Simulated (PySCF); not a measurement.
Species: C8H8O.
Numbering: `[CH3:1][C:2](=[O:3])[C:4]1=[CH:5][C@@H:6]2[CH:7]=[CH:8][C@H:9]12` (hydrogens: H10, H11, H12 on C1; H13 on C5; H14 on C6; H15 on C7; H16 on C8; H17 on C9)

Geometry (GFN2-xTB, Å), atoms numbered from 1 in this order:
```xyz
17
C8H8O angstrom
C      2.2470   -1.0402   -0.1208
C      1.8189    0.2771    0.4787
O      2.5641    0.9942    1.1095
C      0.4181    0.6188    0.2371
C     -0.3943    1.6057    0.6519
C     -1.6131    1.0398   -0.0277
C     -2.3120   -0.0368    0.7780
C     -1.5195   -1.0134    0.3494
C     -0.6819   -0.1065   -0.5220
H      3.2756   -1.2600    0.1510
H      1.5933   -1.8337    0.2352
H      2.1589   -0.9898   -1.2045
H     -0.2672    2.4659    1.2809
H     -2.2030    1.6775   -0.6751
H     -3.1262    0.0344    1.4734
H     -1.4346   -2.0640    0.5535
H     -0.5310   -0.3568   -1.5652
```

A PySCF run (density fitting, gas phase, GFN2-xTB geometry) gave HOMO -5.45 eV, LUMO -2.38 eV, dipole 3.18 D.

Question: Which of these levels was it?
A. mPW1PW91/pcseg-1
B. PBE/pcseg-1
C. KT3/6-31G-J
D. PBE0/pcSseg-1

Answer: C. It is KT3/6-31G-J. All candidates on this geometry:

```tsv
level and settings	kind	basis functions	SCF cycles	E (Eh)	HOMO (eV)	LUMO (eV)	dipole (D)
PBE/pcseg-1	GGA	166	18	-384.2159	-5.51	-2.67	3.05
KT3/6-31G-J, start guess atom	GGA	140	13	-390.8848	-5.45	-2.38	3.18
PBE0/pcSseg-1, grid level 1	global hybrid	193	12	-384.2719	-7.11	-1.72	3.18
mPW1PW91/pcseg-1	global hybrid	166	15	-384.5970	-7.18	-1.77	3.21
```

The nearest other candidate, by the summed differences of HOMO and LUMO, is PBE/pcseg-1: its HOMO differs by -0.06 eV and its LUMO by -0.29 eV. Cycle counts include a coarse-grid stage where the run had one. KT3 was designed for NMR shieldings or shifts; total energies of different functionals aren't comparable.
